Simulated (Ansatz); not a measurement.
Wavefunction ladder for CH8BInSi, SMILES `[SiH3]B[CH2][InH2]`

```xyz
12

Si    0.081   -0.325   -1.658
B     0.528    1.045   -0.242
C    -0.504    1.290    0.794
In    0.070   -0.897    1.360
H    -0.162   -1.619   -0.857
H    -1.215   -0.149   -2.367
H     1.135   -0.722   -2.627
H     1.654    1.438   -0.117
H    -1.564    1.088    0.640
H    -0.325    1.953    1.641
H     1.679   -1.447    1.559
H    -1.375   -1.656    1.875
```

The species carries charge 0 and has multiplicity 1. Correlated methods include outer-core shells of In, which these sets cover unevenly. In takes the def2 core potential. All single points use the PBE0-D4/def2-TZVP geometry. It is one conformer, not always the lowest. Frozen core, restricted reference, Ansatz 0.2.0.

| basis | HF (Eh) | MP2 corr. |
| --- | --- | --- |
| def2-SVP | -545.14797 | -0.43792 |
| def2-TZVPP | -545.33069 | -0.71778 |
| def2-QZVPP | -545.34427 | -0.93283 |

Task: Estimate the CCSD correlation energy and the (T) correction in each basis where they were run (hartree).

Result: 
| basis | CCSD corr. | (T) |
| --- | --- | --- |
| def2-SVP | -0.50189 | -0.01702 |
| def2-TZVPP | -0.76464 | -0.02845 |
